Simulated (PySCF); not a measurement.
Vibration and rotation of SiHg

UHF-CCSD(T) constants of SiHg, ³Σ⁻ (triplet), unpaired electrons π ↑↑ (basis Si def2-SVP, Hg def2-SVP with ECP60; scalar-relativistic core potentials; PySCF 2.14; masses 27.9769 and 201.9706 u):

| Property | Result |
| --- | --- |
| ωe | 153.7 cm⁻¹ |
| ωexe | 2.85 cm⁻¹ |
| Be | 0.095917 cm⁻¹ |
| αe | 0.00154 cm⁻¹ |
| D (centrifugal) | 1.49e-07 cm⁻¹ |
| De to Si + Hg | 0.299 eV |

Q: Give the vibrational terms G(v) and spacings up to v = 6.

A: G(v) = ωe(v+½) − ωexe(v+½)².

```
v  G(v) (cm⁻¹)  G(v) − G(v−1)  Bv (cm⁻¹)
0           76                   0.09515
1          224            148    0.09361
2          366            142    0.09207
3          503            137    0.09053
4          634            131    0.08899
5          759            125    0.08745
6          879            120    0.08591
```

Q: How well does the Morse estimate ωe²/(4ωexe) reproduce De, and what is D0?

A: It gives 0.257 eV, 86 % of the computed De. D0 = De − G(0) = 0.299 − 0.009 = 0.290 eV.

Correlated steps freeze 5 core orbitals. The bond is weak. Basis-set superposition, not corrected here, can be much of De in a small basis, most of all at correlated wavefunction levels. Spin–orbit coupling is left out, which matters for elements this heavy, above all for dissociation energies. The state was picked by a PBE0 search and need not be the measured ground state.
